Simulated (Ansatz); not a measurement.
`[AlH2][SeH]` + `CC(C)N` → `CC(C)[NH][AlH2]` + H₂Se at 400 K and 1 bar (ligand exchange at the Al–Se bond).

Isolated molecules relaxed with PBE0-D4/def2-TZVP in Ansatz; ΔE leaves out vibrations. CCSD(T)/CBS adds triple-zeta CCSD(T) − MP2 to the extrapolated MP2 energy (def2 sets, frozen cores). For Se outer-core shells are correlated without core-valence functions, which leaves a few kJ/mol of doubt a bond. Scalar relativity is left out up to krypton. Each species was taken in one conformer, which may not be the lowest.

| species | CCSD(T)/CBS energy (Eh) | H − E (kJ/mol) | S (J/(mol·K)) |
| --- | --- | --- | --- |
| `[AlH2][SeH]` | -2644.54675 | 77.0 | 301.5 |
| `CC(C)N` | -174.28253 | 345.1 | 329.2 |
| `CC(C)[NH][AlH2]` | -416.91948 | 362.8 | 392.9 |
| H₂Se | -2401.89790 | 49.4 | 229.5 |

H − E and S are ideal-gas, rigid-rotor, harmonic terms from PBE0-D4/def2-TZVP, for one conformer and one mirror image of each species. 1 Eh = 2625.50 kJ/mol, R = 8.31446 J/(mol·K).

Question: By hand: ΔE, ΔH, ΔS and ΔG.

Answer: ΔE = (-416.91948) + (-2401.89790) − (-2644.54675) − (-174.28253) = 0.01190 Eh = 31.2 kJ/mol. Δ(H − E) = 362.8 + 49.4 − 77.0 − 345.1 = -9.9, so ΔH = 21.3 kJ/mol. ΔS = 392.9 + 229.5 − 301.5 − 329.2 = -8.3 J/(mol·K). ΔG = 21.3 − 400 × (-8.3)/1000 = 24.6 kJ/mol.

Question: By hand: the equilibrium constant, and the temperature at which ΔG would vanish if ΔH and ΔS stayed fixed.

Answer: log₁₀ K = −ΔG/(RT ln 10) = -3.2. ΔH and −TΔS have one sign here, so there is no such temperature.

The number of gas molecules stays the same, so ΔS is small and ΔH decides. A doubt of 5 kJ/mol in ΔE shifts log₁₀ K by 0.7 here. Other conformers and mirror images would add mixing entropy, several J/(mol·K) or more a flexible species. These are equilibria of isolated gas molecules and say nothing of rates. Largest T1 diagnostic: 0.011 (customary marks: 0.02 for closed shells, 0.045 for open ones).

ΔS is within the doubt of such terms, so its sign, and with it that verdict, could turn.
